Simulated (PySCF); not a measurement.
## SMILES [C-]#[N+]B1C=CC=CN1[O-], [C5H4BN2O]-, charge -1

Cartesian coordinates in Å; atom numbers follow the order of the lines, from 1:
```xyz
13

C     3.9795    1.0026   -0.4316
N     2.8286    0.8270   -0.2813
B     1.3972    0.5631   -0.0944
C     0.8058   -0.8039   -0.0242
C    -0.5725   -0.9430    0.1564
C    -1.3742    0.1966    0.2683
C    -0.8200    1.4726    0.2026
N     0.5059    1.7204    0.0294
O     0.9162    2.9325   -0.0175
H     1.4195   -1.7078   -0.1103
H    -1.0434   -1.9324    0.2126
H    -2.4554    0.1137    0.4103
H    -1.4132    2.3872    0.2861
```

Total charge -1.

Computed with quadratic response CAM-B3LYP/aug-cc-pVDZ first hyperpolarisability, Taylor convention, gas phase (PySCF 2.14.0). Geometry: PBE0-D3(BJ)/def2-SVP.

For a gas-phase anion, states above the detachment energy (about 2.3 eV, taken as minus the energy of the highest occupied orbital) lie in the continuum and depend on the basis.

Problem. Give the tensor of the static β(0;0,0) in the axes of these coordinates.

Solution. In au, Taylor convention; rows are the first index (the induced dipole):
|  | xx | yy | zz | xy | xz | yz |
| --- | --- | --- | --- | --- | --- | --- |
| x | -418.8 | +191.0 | +86.7 | +39.5 | +81.4 | +9.3 |
| y | +39.5 | +243.5 | +105.2 | +191.0 | +9.3 | -25.0 |
| z | +81.4 | -25.0 | -35.7 | +9.3 | +86.7 | +105.2 |

Norm of βᵢ = ⅓ Σⱼ (βᵢⱼⱼ + βⱼᵢⱼ + βⱼⱼᵢ): 413.6 au, hyper-Rayleigh value 232.0 au.
